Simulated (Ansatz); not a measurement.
## Cost against result

Saddle point of BSiNH₈O, singlet (SiH₄O ([OH][SiH3]) + BNH₄ ([BH2][NH2]) → BSiH₅O ([BH2][O][SiH3]) + NH₃ (still joined by a long B–N bond); bonds formed: B1–O6, N2–H5; bonds broken: H5–O6; bonds weakened to dative contacts: B1–N2), PBE0-D4/def2-TZVP structure:

```
12
angstrom
B 0.8461 -0.7658 0.1495
N 1.6892 0.3229 -0.5516
H 1.3451 -1.2488 1.1287
H 0.2742 -1.5131 -0.6067
H 0.5532 0.9163 0.0287
O -0.2295 0.3837 0.6445
Si -1.8543 0.2896 0.2991
H 2.5949 0.5284 -0.1559
H 1.7560 0.2796 -1.5576
H -2.4933 1.5401 0.7771
H -2.0677 0.1503 -1.1648
H -2.4139 -0.8832 1.0088
```

Barriers are electronic and count from the start structure reached by relaxing down the imaginary mode.

Computed with Ansatz 0.2.0 (basis: as named in each row); correlated methods freeze the cores. B3LYP uses VWN-RPA correlation. Extrapolation: Hartree–Fock as exp(−7.88 √X), correlation as X^−2.97.

Times are rough, for one single point on 4 threads of a shared host (Intel Xeon).

The estimate by CCSD(T) at an estimated basis limit (MP2 extrapolated from triple and quadruple zeta, plus CCSD(T) − MP2 in triple zeta) is 0.690 eV.

| method | basis | time (s) | barrier (eV) | method less estimate |
| --- | --- | --- | --- | --- |
| HF | STO-3G | under 1 | -0.350 | -1.040 |
| PBE-D4 | STO-3G | under 1 | -1.474 | -2.164 |
| SPW92 | def2-SVP | under 1 | -0.148 | -0.838 |
| B3LYP-D4 | 6-31G | 1 | 0.382 | -0.308 |
| PBE-D4 | def2-SVP | 1 | 0.282 | -0.408 |
| PBE0-D4 | def2-SVP | 2 | 0.371 | -0.319 |
| SPW92 | def2-TZVPP | 2 | 0.096 | -0.594 |
| BLYP-D4 | def2-TZVPP | 3 | 0.703 | 0.013 |
| PBE-D4 | def2-TZVPP | 3 | 0.497 | -0.193 |
| wB97M-V | def2-SVP | 4 | 0.434 | -0.256 |
| r2SCAN-D4 | def2-TZVPP | 5 | 0.564 | -0.126 |
| PBE0-D4 | def2-TZVPP | 5 | 0.564 | -0.126 |
| BHLYP-D4 | def2-TZVPP | 5 | 0.825 | 0.135 |
| B3LYP-D4 | def2-TZVPP | 5 | 0.736 | 0.046 |
| CCSD(T) | def2-SVP | 6 | 0.588 | -0.102 |
| CAM-B3LYP-D4 | def2-TZVPP | 6 | 0.696 | 0.006 |
| r2SCAN0-D4 | def2-TZVPP | 8 | 0.605 | -0.085 |
| RPA on PBE | def2-TZVPP | 8 | 0.680 | -0.010 |
| B97M-V | def2-TZVPP | 9 | 0.735 | 0.045 |
| B2PLYP | def2-TZVPP | 9 | 0.745 | 0.055 |
| PBE-QIDH | def2-TZVPP | 9 | 0.594 | -0.096 |
| wB97M-V | def2-TZVPP | 10 | 0.658 | -0.032 |
| wB97X-V | def2-TZVPP | 11 | 0.660 | -0.030 |
| MP2 | def2-QZVPP | 37 | 0.610 | -0.080 |
| CCSD(T) | def2-TZVPP | 120 | 0.668 | -0.022 |

All methods are single points on the PBE0-D4 structures; a negative value means that the method puts the saddle structure below the start.

No T1 diagnostic of these runs exceeds 0.013.

The step is the kind of ligand exchange by which a precursor binds to a hydroxyl group, or is hydrolysed, in atomic layer deposition of oxides.

Labels in which every atom is bracketed show which atoms are joined, not bond orders.
